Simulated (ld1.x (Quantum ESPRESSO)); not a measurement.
**What one change does to a pseudopotential (lead (Pb), RRKJ)**

ld1.x (Quantum ESPRESSO) 7.5 input, shortened:

```
&input
   title='Pb', zed=82., rel=1, dft='PBE', iswitch=3,
   config='[Xe] 4f14 5d10 5f-2 6s2 6p2'
 /
 &inputp
   pseudotype=2, tm=.false., rho0=0.001, lloc=0,
   nlcc=.true., new_core_ps=.true., rcore=0.75
 /
4
6P  2  1   2.00   0.00  2.95  2.95  0.0
5D  3  2  10.00   0.00  1.20  1.20  0.0
5F  4  3  -2.00   0.45  2.75  2.75  0.0
6S  1  0   2.00   0.00  1.45  1.45  0.0
 &test
   configts(1)='5d10 6s2 6p2'
 /
```

Change: all radii but the core radius scaled by about 1.12 (s 1.62, p 3.30, d 1.34, f 3.08 bohr).

Cutoffs: the cutoffs (Ry, on a coarse ladder) from which the occupation-weighted sum of valence levels, in a spherical-Bessel basis at the reference potential, stays within 10 and 1 mRy of its value at 400 Ry; they do not see the model core or the augmentation charge, which bear on the density cutoff. Errors are all-electron minus pseudo energies relative to the spin-unpolarised reference configuration.

What does the change do?

The potential gets softer (120 Ry and 200 Ry → 90 Ry and 160 Ry); of the 7 tests that both files solve, the error grows in 3 and shrinks in 2 by more than 15 % and 0.3 meV (median size 16.8 → 17.0 meV); neither file shows a bound ghost. A larger radius leaves more room for a smooth pseudo-wave, so fewer plane waves are needed.

```csv
quantity,base,changed
"cutoff, loose",120 Ry,90 Ry
"cutoff, tight",200 Ry,160 Ry
loose cutoff by channel (10 mRy a level),"p 10 Ry, d 90 Ry, s 40 Ry","p 6 Ry, d 70 Ry, s 30 Ry"
bound ghosts,none,none
"error for 5d10 6s2 6p1, meV [ΔE 6.58 eV]",-4.1,-3.3
"error for 5d10 6s2 6p0, meV [ΔE 20.02 eV]",-17,-17
"error for 5d10 6s1 6p0, meV [ΔE 52.43 eV]",+4.4,-40
"error for 5d10 6s0 6p0, meV [ΔE 95.13 eV]",-80,-106
"error for 5d10 6s2 6p2.3, meV [ΔE -0.80 eV]",+0.3,+0.3
"error for 5d9 6s2 6p2, meV [ΔE 27.16 eV]",-19,-106
"error for 5d10 6s0 6p4, meV [ΔE 17.83 eV]",-89,-12
```
